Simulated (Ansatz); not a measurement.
ClFGaH5N2Si (`N[SiH](N)[Ga]([F])[Cl]`). The species carries charge 0 and has multiplicity 1. Geometry: relaxed with PBE0-D4/def2-TZVP. It is one conformer, not always the lowest.

```xyz
11

N     0.447   -0.223   -1.568
Si    0.028   -0.638    0.028
N     1.431   -0.807    0.985
Ga   -1.473    1.187    0.549
F    -2.187    1.590    2.103
Cl   -2.074    2.625   -0.953
H     1.057   -0.786   -2.139
H    -0.073    0.455   -2.099
H    -0.708   -1.914    0.248
H     2.118   -0.075    1.058
H     1.434   -1.413    1.789
```

Q: What is the dipole moment at r2SCAN/def2-TZVPP? (Estimate.)

A: The calculation gave: 4.68 D, with components (3.56, -2.90, -0.92) D in this frame, pointing from negative to positive charge.

Q: And with PBE, B3LYP, ωB97M-V? (Best estimate.)

A: Computed: PBE 4.63 D, B3LYP 4.66 D, ωB97M-V 4.60 D.

Q: Give the Mulliken charges with r2SCAN, B3LYP, ωB97M-V in def2-TZVPP. (Best estimate.)

A: The calculation gave: 
```csv
atom,r2SCAN,B3LYP,ωB97M-V
N1,-0.42,-0.37,-0.34
Si2,0.36,0.36,0.31
N3,-0.42,-0.38,-0.34
Ga4,0.62,0.60,0.58
F5,-0.38,-0.39,-0.39
Cl6,-0.31,-0.31,-0.29
H7,0.16,0.14,0.12
H8,0.17,0.15,0.13
H9,-0.10,-0.09,-0.04
H10,0.16,0.15,0.13
H11,0.17,0.15,0.13
```

B3LYP here is the variant with VWN-RPA as its local correlation; programs differ in this.
